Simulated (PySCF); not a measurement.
**F⁺ (fluorine, charge +1) across methods**

[He] 2s2 2p3 3s1, high-spin 5S determinant (an excited configuration). All numbers are calculated (PySCF 2.14, scalar relativity by spin-free X2C-1e, in x2c-QZVPPall with one added diffuse shell each of s, p, d, f type (8s5p4d3f1g, 73 functions)).

```
 method  E (hartree)  mean ε 2s β (eV)  mean ε 2p α (eV)  mean ε 3s α (eV)  Σ⟨r²⟩ (bohr²)   ⟨S²⟩
  HSE06     -98.3248           -55.364           -44.632           -10.486          15.60  6.001
r2SCAN0     -98.3641           -55.942           -46.041           -10.891          15.70  6.002
r2SCANh     -98.3623           -54.625           -44.308           -10.489          15.72  6.002
   PBE0     -98.3164           -55.804           -45.076           -10.864          15.64  6.001
    LDA     -97.7311           -53.318           -41.882           -10.198          15.56  6.001
    UHF    -98.16604           -60.995           -54.159           -12.657          15.73  6.003
  M06-L     -98.3712           -53.973           -43.089           -10.055          15.60  6.002
 r2SCAN     -98.3611           -53.747           -43.154           -10.221          15.73  6.002
```

(1) Estimate the same row for PBE.

The outer electron is Rydberg-like, and this basis confines it to a smaller radius and binds it less than a complete one would.

Results:

(1) E (hartree) = -98.3006; mean ε 2s β (eV) = -53.428; mean ε 2p α (eV) = -41.818; mean ε 3s α (eV) = -10.137; Σ⟨r²⟩ (bohr²) = 15.61; ⟨S²⟩ = 6.001.
